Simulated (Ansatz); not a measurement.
A nudged elastic band was laid between two geometries of ClH6MgNSi (10 atoms, charge 0, multiplicity 1).

Theory: RKS PBE-D4/def2-mTZVP in Ansatz 0.2.0.

```json
{"movable images": "9", "climbing image": "yes", "spring": "5.0 eV/Å²", "optimiser": "quadratic models (default)", "start path": "through a guess of the saddle point", "force threshold": "0.03 eV/Å", "iteration limit": "60", "end points": "relaxed"}
```

Initial state:

```xyz
10
Properties=species:S:1:pos:R:3
Mg -1.138 -0.042 -1.350
N 0.763 0.276 -0.823
Cl -2.847 -0.190 -2.762
H -1.201 -0.336 0.562
Si 0.247 -0.124 1.223
H 1.497 -0.365 -1.146
H 1.170 1.214 -0.917
H 1.222 -1.267 1.140
H -0.397 -0.453 2.567
H 0.684 1.287 1.504
```

Final state:

```xyz
10
Properties=species:S:1:pos:R:3
Mg -0.877 -0.122 -0.377
N 0.766 0.401 -1.736
Cl -2.422 -0.197 -2.044
H 1.712 0.551 -1.369
Si -0.254 -0.352 2.117
H 0.831 -0.328 -2.457
H 0.499 1.250 -2.247
H 0.819 -1.384 2.371
H -1.386 -0.736 3.032
H 0.312 0.917 2.709
```

Which bonds break or form, and what moves?

Bonds broken: Mg1–H4, H4–Si5. Bonds formed: N2–H4.

Give the energies along the band, and the barrier.

It converged. The highest image is number 5 of 0 to 10, 0.79 eV above the first end and 1.62 eV above the last; the last end lies 0.82 eV below the first. A vibrational analysis at the climbing image gives one clearly imaginary mode, 944i cm⁻¹: a first-order saddle point. The orbitals stay closed-shell, which can raise the energy where a bond breaks towards radicals; this wasn't checked here.

```csv
image,path coordinate (Å),energy (eV),Mg1–H4 (Å),H4–Si5 (Å),N2–H4 (Å)
0,0.00,0.00,1.94,1.61,2.48
1,1.21,0.06,2.13,1.52,2.84
2,2.42,0.14,2.18,1.51,3.11
3,3.63,0.20,2.21,1.50,3.09
4,4.83,0.27,2.27,1.51,2.65
5,6.04,0.79,2.04,1.77,1.54
6,6.69,-0.08,2.15,2.34,1.07
7,7.34,-0.52,2.44,2.79,1.03
8,8.00,-0.72,2.64,3.21,1.03
9,8.65,-0.80,2.77,3.64,1.03
10,9.30,-0.82,2.85,4.10,1.03
```

What is the geometry of the highest image?


```xyz
10
Properties=species:S:1:pos:R:3
Mg -0.973 -0.034 -1.196
N 0.947 0.371 -1.491
Cl -3.109 -0.357 -1.715
H 0.667 0.139 0.002
Si -0.021 -0.206 1.593
H 1.615 -0.302 -1.881
H 1.308 1.304 -1.711
H 0.811 -1.327 2.141
H -1.460 -0.604 1.827
H 0.213 1.017 2.430
```

What are the harmonic wavenumbers there?

944i, 17, 77, 92, 162, 174, 264, 341, 375, 395, 574, 603, 629, 836, 894, 900, 1130, 1288, 1560, 2091, 2147, 2158, 3400, 3492 cm⁻¹.

Time of the run: 5.6 min on 2 threads of Arm Neoverse V1, on a shared host, peak memory 0.14 GiB.
